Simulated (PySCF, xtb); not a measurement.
MgO, SMILES [Mg]=[O].

GFN2-xTB in xtb at its own geometry gives an orbital gap of 2.13 eV and a dipole moment of 6.22 D.

Geometry optimised at r2SCAN-D4/def2-TZVPD.

Task: What does PBE/def2-TZVPD run with PySCF give? (Estimate from the structure and the level; the computed values follow.)

Result: gap 0.52 eV (levels -4.83 and -4.31 eV), dipole 7.05 D.
